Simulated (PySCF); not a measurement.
Job for PySCF: R-HF/3-21G on CH3N (SMILES C=N), a point of a bond scan (R = 2.211 Å).

```python
from pyscf import gto, scf, dft, mp
from pyscf.data.elements import chemcore

mol = gto.M(
    atom='''
    C    -0.55740008    0.17855308    0.01045098
    N     1.47334946   -0.69377485   -0.02885601
    H    -1.41804796   -0.49076045    0.02134142
    H    -0.77858901    1.25082695    0.02015765
    H     2.19016102    0.03420030   -0.03697971
    ''',
    basis='3-21g',
    charge=0, spin=0, verbose=3, max_memory=1800)
mf = scf.RHF(mol)
mf.conv_tol = 1e-8
mf.max_cycle = 100
mf.kernel()
if not mf.converged:
    mf = mf.newton().run(mf.mo_coeff, mf.mo_occ)
```

Program output:

```
converged SCF energy = -93.2275668470232
```

The calculation finished and met its thresholds.

Cost: about 0.08 core-seconds (a rough figure).
